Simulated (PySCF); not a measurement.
Dipole response of Cd²⁺ (cadmium, charge +2)

[Kr] 4d10, closed-shell 1S. Calculation: PySCF 2.14, in aug-cc-pVTZ-PP with one added diffuse shell each of s, p, d, f, g type with ECP28MDF (7s7p6d4f3g, 113 functions); a scalar-relativistic core potential. Coupled (time-dependent) response in atomic units; α is the mean over directions.

```json
{"method": "CAM-B3LYP", "mean α (bohr³)": "5.481", "C₆ (like pair)": "27.54", "S(−4)": "6.463"}
```

S(−4) is the Cauchy moment in α(ω) = α(0) + S(−4) ω² + …

α(iu) at CAM-B3LYP:

```csv
u (hartree),α(iu) (bohr³)
0,5.481
0.0500,5.465
0.100,5.418
0.200,5.243
0.300,4.991
0.500,4.400
0.750,3.701
1.00,3.122
1.50,2.277
2.00,1.713
3.00,1.049
5.00,0.4914
```

A single London oscillator, α(iu) = α/(1 + u²/ω²), gives C₆ = (3/4) ω α². Matching the computed C₆ needs ω = 4 × 27.54 / (3 × 5.481²) = 1.22 hartree.

For an ion, C₆ is the dispersion term alone; charge-induced terms of lower order in 1/R come first.

Energies and moments cover only the electrons outside the core potential.
